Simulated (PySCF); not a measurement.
**`O=C(O)[C@H]1C=CO1`, C₄H₄O₃**

Geometry:
```
atom   x (Å)   y (Å)   z (Å)
  O1   2.123   0.573  -1.053
  C2   1.316   0.216  -0.238
  O3   1.558  -0.706   0.686
  C4  -0.105   0.726  -0.197
  C5  -1.104  -0.226  -0.821
  C6  -1.636  -0.351   0.397
  O7  -0.789   0.511   1.054
  H8   2.471  -1.028   0.618
  H9  -0.149   1.767  -0.519
 H10  -1.242  -0.614  -1.804
 H11  -2.437  -0.865   0.891
```

The calculation used PySCF 2.14.0, GIAO PBE0/pcSseg-1 magnetisability, rotational g tensor and spin-rotation constants, non-relativistic, gas phase. Geometry: GFN2-xTB.

Question: Give the nuclear spin-rotation constants along the inertial axes (H = +C I·J) beside the isotropic shieldings.

Answer: Rotational constants 6.1074, 2.2123, 1.9543 GHz. A star marks the isotopologue with that one atom substituted, in its own axes.
```
atom  isotope  Caa (kHz)  Cbb (kHz)  Ccc (kHz)  mean (kHz)  σ (ppm)
  H8       1H      0.265     -0.202     -0.229      -0.056     25.5
  H9       1H     -0.633     -0.081      0.016      -0.233     26.1
 H10       1H     -0.658     -0.015     -0.024      -0.232     25.8
 H11       1H      0.286     -0.156     -0.163      -0.011     24.5
  O1     17O*     -3.223     -1.136     -0.331      -1.563    -98.8
  C2     13C*      2.330      0.983      0.590       1.301     13.0
  O3     17O*     -2.019     -0.312     -0.324      -0.885    134.5
  C4     13C*      1.566      0.496      0.506       0.856     98.8
  C5     13C*      1.641      0.617      0.646       0.968     68.6
  C6     13C*      2.386      0.711      0.781       1.293     16.1
  O7     17O*     -1.295     -0.435     -0.383      -0.705    149.4
```
For the geometry as given, no vibrational averaging.

Question: How do the rotational constants and the g tensor change when H8, H9, H10, H11 are replaced by deuterium?

Answer: Constants 5.3724, 2.0488, 1.8126 GHz; g -0.0629, -0.0214, -0.0158, against -0.0709, -0.0231, -0.0172 before.
